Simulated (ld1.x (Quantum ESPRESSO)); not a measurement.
Building the TM potential for magnesium (Mg) (LDA (PZ), non-relativistic).

Input for ld1.x (Quantum ESPRESSO) 7.5:

```
&input
   title='Mg', zed=12., rel=0, dft='PZ', iswitch=3,
   config='[Ne] 3s2 3p0',
   nld=2, rlderiv=3.05, eminld=-2.0, emaxld=5.0, deld=0.02
 /
 &inputp
   pseudotype=2, tm=.true., lloc=1,
   nlcc=.true., new_core_ps=.true.,
   file_pseudopw='Mg.UPF', file_wfcaegen='ae.wfc', file_wfcncgen='nc.wfc', file_beta='beta', file_chi='chi'
 /
2
3S  1  0   2.00   0.00  2.50  2.50  0.0
3P  2  1   0.00   0.00  2.80  2.80  0.0
 &test
   configts(1)='3s2 3p0'
 /
```

Command:

```bash
ld1.x < Mg.in > Mg.out
```

Resulting log (shortened: banner, matrices, multipoles, cross overlaps and the repeated all-electron block are left out):

```
Program LD1 v.7.5
     --------------------------- All-electron run ----------------------------

     Mg

     atomic number is 12.00
     dft =PZ   lsd =0 sic =0 latt =0  beta=0.20 tr2=1.0E-14
     Exchange-correlation= PZ
                           (   1   1   0   0   0   0   0)
     mesh =1129 r(mesh) = 100.99726 a.u. xmin = -7.00 dx = 0.01250
     1 Ry =  13.60569312 eV

     n l     nl                  e(Ry)          e(Ha)          e(eV)
     1 0     1S 1( 2.00)       -91.9464       -45.9732     -1250.9939
     2 0     2S 1( 2.00)        -5.8060        -2.9030       -78.9944
     2 1     2P 1( 6.00)        -3.4365        -1.7183       -46.7562
     3 0     3S 1( 2.00)        -0.3513        -0.1757        -4.7803
     3 1     3P 1( 0.00)        -0.1018        -0.0509        -1.3845

     final scf error:  7.9E-15 reached in  27 iterations

     Etot =    -398.265417 Ry,    -199.132708 Ha,   -5418.677041 eV

     Ekin =     397.082304 Ry,     198.541152 Ha,    5402.579973 eV
     Encl =    -955.794817 Ry,    -477.897408 Ha,  -13004.250967 eV
     Eh   =     191.343422 Ry,      95.671711 Ha,    2603.359876 eV
     Exc  =     -30.896325 Ry,     -15.448163 Ha,    -420.365923 eV

     normalization and overlap integrals

     s(1S/1S) =  1.000000  <r> =   0.1314  <r2> =    0.0233  r(max) =   0.0854
     s(2S/2S) =  1.000000  <r> =   0.7026  <r2> =    0.5951  r(max) =   0.5502
     s(2P/2P) =  1.000000  <r> =   0.6911  <r2> =    0.6150  r(max) =   0.4796
     s(3S/3S) =  1.000000  <r> =   3.1356  <r2> =   11.5562  r(max) =   2.5284
     s(3P/3P) =  1.000000  <r> =   4.5192  <r2> =   24.6017  r(max) =   3.4994

     ------------------------ End of All-electron run ------------------------

     --------------------- Generating NC pseudopotential ---------------------

      Generating local pot.: lloc=1, matching radius rcloc =   2.8000

      Computing core charge for nlcc:

       r > 1.57 : true rho core
      Core charge pseudized with two Bessel functions
      Integrated core pseudo-charge :   3.16

      Wfc   3S  rcut= 2.497  Using Troullier-Martins method

     ------------------- End of pseudopotential generation -------------------

     Computing logarithmic derivative in   3.06903
     Computing logarithmic derivative in   3.06903
     Computing the partial wave expansion
     R is outside the sphere for l=    0 j= 0.00
       no projector for channel:   1

     ---------------------- Testing the pseudopotential ----------------------

     Mg

     atomic number is 12.00   valence charge is  2.00
     dft =PZ   lsd =0 sic =0 latt =0  beta=0.20 tr2=1.0E-14
     mesh =1129 r(mesh) = 100.99726 xmin = -7.00 dx = 0.01250

     n l     nl             e AE (Ry)        e PS (Ry)    De AE-PS (Ry)
     1 0     3S   1( 2.00)       -0.35134       -0.35134        0.00000
     2 1     3P   1( 0.00)       -0.10176       -0.10176        0.00000

     eps = 9.7E-18  iter =  4

     Etot =    -398.265417 Ry,    -199.132708 Ha,   -5418.677041 eV
     Etotps =    -5.157850 Ry,      -2.578925 Ha,     -70.176129 eV

     Ekin =       0.464960 Ry,       0.232480 Ha,       6.326098 eV
     Encl =      -2.626646 Ry,      -1.313323 Ha,     -35.737340 eV
     Ehrt =       1.153416 Ry,       0.576708 Ha,      15.693021 eV
     Ecxc =      -4.229812 Ry,      -2.114906 Ha,     -57.549529 eV
     (Ecc =      -3.457789 Ry,      -1.728894 Ha,     -47.045609 eV)
     Epseu=       0.080233 Ry,       0.040116 Ha,       1.091620 eV

     ---------------------- End of pseudopotential test ----------------------
```

Generation and configuration tests took about 1.9 s on one core of a shared server CPU.

Transferability test of the new file with ld1.x, input:

```
&input
   title='Mg', zed=12., rel=0, dft='PZ', iswitch=2,
   config='[Ne] 3s2 3p0'
 /
 &test
   file_pseudo='Mg.UPF', nconf=8,
   configts(1)='3s2 3p0',
   configts(2)='3s1 3p0',
   configts(3)='3s1.5 3p0',
   configts(4)='3s1 3p1',
   configts(5)='3s0 3p1',
   configts(6)='3s0 3p2',
   configts(7)='3s1 3p0', lsdts(7)=1,
   configts(8)='3s1.5 3p0', lsdts(8)=1
 /
```

```bash
ld1.x < Mg.test.in > Mg.test.out
```

Pseudopotential blocks of its output, shortened (energy terms left out):

```
     ---------------------- Testing the pseudopotential ----------------------

     n l     nl             e AE (Ry)        e PS (Ry)    De AE-PS (Ry)
     1 0     3S   1( 2.00)       -0.35134       -0.35134        0.00000
     2 1     3P   1( 0.00)       -0.10176       -0.10176        0.00000

     eps = 3.1E-18  iter =  4

     Etot =    -398.265417 Ry,    -199.132708 Ha,   -5418.677041 eV
     Etotps =    -5.157850 Ry,      -2.578925 Ha,     -70.176129 eV

     ---------------------- End of pseudopotential test ----------------------

          ---------------------- Testing the pseudopotential ----------------------

     n l     nl             e AE (Ry)        e PS (Ry)    De AE-PS (Ry)
     1 0     3S   1( 1.00)       -0.84591       -0.84673        0.00082
     2 1     3P   1( 0.00)       -0.52690       -0.52708        0.00018

     eps = 3.9E-15  iter =  4

     Etot =    -397.672908 Ry,    -198.836454 Ha,   -5410.615556 eV
     Etotps =    -4.565054 Ry,      -2.282527 Ha,     -62.110723 eV
     dEtot_ae =       0.592508 Ry
     dEtot_ps =       0.592796 Ry,   Delta E=      -0.000288 Ry

     ---------------------- End of pseudopotential test ----------------------

          ---------------------- Testing the pseudopotential ----------------------

     n l     nl             e AE (Ry)        e PS (Ry)    De AE-PS (Ry)
     1 0     3S   1( 1.50)       -0.58943       -0.58966        0.00023
     2 1     3P   1( 0.00)       -0.30294       -0.30293       -0.00001

     eps = 2.5E-15  iter =  4

     Etot =    -398.031151 Ry,    -199.015575 Ha,   -5415.489692 eV
     Etotps =    -4.923538 Ry,      -2.461769 Ha,     -66.988148 eV
     dEtot_ae =       0.234266 Ry
     dEtot_ps =       0.234312 Ry,   Delta E=      -0.000046 Ry

     ---------------------- End of pseudopotential test ----------------------

          ---------------------- Testing the pseudopotential ----------------------

     n l     nl             e AE (Ry)        e PS (Ry)    De AE-PS (Ry)
     1 0     3S   1( 1.00)       -0.42295       -0.42350        0.00055
     2 1     3P   1( 1.00)       -0.15670       -0.15662       -0.00008

     eps = 5.7E-16  iter =  7

     Etot =    -398.007659 Ry,    -199.003829 Ha,   -5415.170067 eV
     Etotps =    -4.899794 Ry,      -2.449897 Ha,     -66.665096 eV
     dEtot_ae =       0.257758 Ry
     dEtot_ps =       0.258056 Ry,   Delta E=      -0.000298 Ry

     ---------------------- End of pseudopotential test ----------------------

          ---------------------- Testing the pseudopotential ----------------------

     n l     nl             e AE (Ry)        e PS (Ry)    De AE-PS (Ry)
     1 0     3S   1( 0.00)       -0.90250       -0.90459        0.00208
     2 1     3P   1( 1.00)       -0.57893       -0.57929        0.00036

     eps = 5.5E-16  iter =  7

     Etot =    -397.351894 Ry,    -198.675947 Ha,   -5406.247937 eV
     Etotps =    -4.242883 Ry,      -2.121441 Ha,     -57.727361 eV
     dEtot_ae =       0.913522 Ry
     dEtot_ps =       0.914968 Ry,   Delta E=      -0.001445 Ry

     ---------------------- End of pseudopotential test ----------------------

          ---------------------- Testing the pseudopotential ----------------------

     n l     nl             e AE (Ry)        e PS (Ry)    De AE-PS (Ry)
     1 0     3S   1( 0.00)       -0.47949       -0.48096        0.00147
     2 1     3P   1( 2.00)       -0.19844       -0.19839       -0.00006

     eps = 1.1E-15  iter =  9

     Etot =    -397.733738 Ry,    -198.866869 Ha,   -5411.443190 eV
     Etotps =    -4.624816 Ry,      -2.312408 Ha,     -62.923824 eV
     dEtot_ae =       0.531678 Ry
     dEtot_ps =       0.533035 Ry,   Delta E=      -0.001356 Ry

     ---------------------- End of pseudopotential test ----------------------

          ---------------------- Testing the pseudopotential ----------------------

     n l     nl             e AE (Ry)        e PS (Ry)    De AE-PS (Ry)
     1 0     3S   1( 1.00)       -0.88029       -0.88108        0.00079
     2 1     3P   1( 0.00)       -0.55495       -0.55540        0.00045
     1 0     3S   2( 0.00)       -0.76421       -0.76696        0.00275
     2 1     3P   2( 0.00)       -0.45456       -0.45596        0.00140

     eps = 3.1E-15  iter =  4

     Etot =    -397.696437 Ry,    -198.848218 Ha,   -5410.935674 eV
     Etotps =    -4.588374 Ry,      -2.294187 Ha,     -62.428012 eV
     dEtot_ae =       0.568980 Ry
     dEtot_ps =       0.569476 Ry,   Delta E=      -0.000496 Ry

     ---------------------- End of pseudopotential test ----------------------

          ---------------------- Testing the pseudopotential ----------------------

     n l     nl             e AE (Ry)        e PS (Ry)    De AE-PS (Ry)
     1 0     3S   1( 1.00)       -0.60442       -0.60462        0.00020
     2 1     3P   1( 0.00)       -0.31431       -0.31437        0.00007
     1 0     3S   2( 0.50)       -0.57067       -0.57098        0.00031
     2 1     3P   2( 0.00)       -0.28871       -0.28864       -0.00007

     eps = 2.4E-15  iter =  6

     Etot =    -398.035338 Ry,    -199.017669 Ha,   -5415.546654 eV
     Etotps =    -4.927709 Ry,      -2.463855 Ha,     -67.044902 eV
     dEtot_ae =       0.230079 Ry
     dEtot_ps =       0.230141 Ry,   Delta E=      -0.000062 Ry

     ---------------------- End of pseudopotential test ----------------------
```
